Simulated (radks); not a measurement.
Task: The table gives one normalised radial function P(r) = r R(r) (large component) of Rb in [Kr] 5s1 (r in bohr). All-electron calculation, Dirac Kohn-Sham, PBE, spin-unpolarised, spherical densities, point nucleus; speed of light set to 13703.6 atomic units (100 times the physical value, a model run). Program: a radial shooting solver on a logarithmic mesh with Libxc functionals.

r          P
0.001836  0.0000
0.002468  0.0000
0.003345  0.0000
0.004497  0.0001
0.006094  0.0002
0.00826   0.0005
0.0111    0.0011
0.01505   0.0026
0.0204    0.0061
0.02742   0.0137
0.03716   0.0305
0.04997   0.0641
0.06772   0.1313
0.09178   0.2530
0.1234    0.4450
0.1672    0.7225
0.2266    1.0419
0.3047    1.2988
0.413     1.3807
0.5552    1.2167
0.7525    0.8595
1.02      0.4690
1.371     0.1931
1.858     0.0524
2.498     0.0090
3.386     0.0008
4.589     0.0000
6.169     0.0000
8.361     0.0000
11.33     0.0000
15.24     0.0000

Which n and l does it have? It may be an empty orbital.

Result: n = 3, l = 2: the number of nodes gives n - l - 1 = 0, the rise at small r points to l (this Dirac orbital starts as r^gamma with gamma = sqrt((l + 1)^2 - (Z/c)^2) = 3.00; the j = 5/2 orbital of l + 1 starts with the same power, but with a smaller coefficient, and then steepens), and the extent must fit the shell. The curve is that of 3d5/2; the two j differ most near the nucleus, where j = l - 1/2 has the larger amplitude, and in heavy atoms j = l - 1/2 is also the more compact. 3d5/2: eigenvalue -106.30 eV, 0 radial nodes, <r> = 0.524 bohr, 90 % of the charge inside 0.852 bohr.
